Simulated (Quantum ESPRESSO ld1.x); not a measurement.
Al+, 12 electrons, occupied as [Ne] 3s2 (the NIST ground configuration). All-electron calculation, scalar-relativistic Kohn-Sham, exchange-only LDA, spin-polarised, spherical densities, point nucleus. Program: ld1.x of Quantum ESPRESSO 7.5.

X-ray form factor f0, the Fourier transform of the density (f0(0) = 12):

sin(theta)/lambda (1/angstrom)  f0 (electrons)
0.05                                    11.700
0.1                                     10.949
0.15                                    10.047
0.2                                      9.208
0.25                                     8.489
0.3                                      7.860
0.4                                      6.718
0.5                                      5.646
0.6                                      4.680
0.8                                      3.213
1                                        2.335
1.25                                     1.765
1.5                                      1.484
2                                        1.192
